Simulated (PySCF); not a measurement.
## Working out the excitation energy of Cl

Cl [Ne] 3s2 3p5 (2P) → Cl [Ne] 3s1 3p6 (2S). Computed with PySCF 2.14 in aug-cc-pwCVDZ, with no relativity, point nucleus. Frozen: 1s2. Energies in hartree (1 hartree = 27.21139 eV):

```
            part   Cl (lower)   Cl (upper)
             UHF  -459.473211  -458.908864
CCSD correlation    -0.289384    -0.434029
             (T)    -0.003917    -0.024825
```

Task: What does Hartree-Fock give?

Result: (-458.908864) − (-459.473211) = 0.564347 hartree = 15.357 eV.

Task: What do CCSD and CCSD(T) give?

Result: The CCSD correlation energies differ by -0.144645 hartree = -3.936 eV and the triples by -0.020908 hartree = -0.569 eV, so CCSD gives 11.421 eV and CCSD(T) 10.852 eV.

Measured between the centres of the two terms (NIST): 10.586 eV, so CCSD(T) (valence and next inner shell) is off by 0.266 eV.

A double-zeta basis recovers only part of the correlation energy.

The coupled-cluster amplitudes are large, so a single reference is strained.

What remains against the reference includes basis incompleteness, the frozen core and higher excitations.
